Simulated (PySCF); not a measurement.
## Vibration and rotation of MnBr

UHF-CCSD(T) constants of MnBr, ⁷Σ⁺ (septet), unpaired electrons σ ↑↑, π ↑↑, δ ↑↑ (basis Mn ANO-RCC-VDZP, Br ANO-RCC-VDZP; spin-free X2C with a Gaussian nucleus; PySCF 2.14; masses 54.9380 and 78.9183 u):

```
ωe                      : 287.2 cm⁻¹
ωexe                    : 0.781 cm⁻¹
Be                      : 0.089732 cm⁻¹
αe                      : 0.000359 cm⁻¹
D (centrifugal)         : 3.5e-08 cm⁻¹
De to Mn (3d5 4s2) + Br : 2.85 eV
```

Problem. Give the vibrational terms G(v) and spacings up to v = 6.

Solution. G(v) = ωe(v+½) − ωexe(v+½)².

| v | G(v) (cm⁻¹) | G(v) − G(v−1) | Bv (cm⁻¹) |
| --- | --- | --- | --- |
| 0 | 143.4 |  | 0.08955 |
| 1 | 429.0 | 285.6 | 0.08919 |
| 2 | 713.1 | 284.1 | 0.08883 |
| 3 | 995.6 | 282.5 | 0.08848 |
| 4 | 1276.6 | 281.0 | 0.08812 |
| 5 | 1556.0 | 279.4 | 0.08776 |
| 6 | 1833.8 | 277.8 | 0.08740 |

Problem. How well does the Morse estimate ωe²/(4ωexe) reproduce De, and what is D0?

Solution. It gives 3.27 eV, 115 % of the computed De. D0 = De − G(0) = 2.85 − 0.02 = 2.83 eV.

Correlated steps freeze 14 core orbitals. Correlated levels converge slowly with the basis: in double zeta they bind strong bonds too weakly, by up to about 1 eV, and carry superposition errors of some tenths. Spin–orbit coupling is left out. With d or f electrons several states lie close, and the lowest PBE0 determinant need not be the measured ground state.
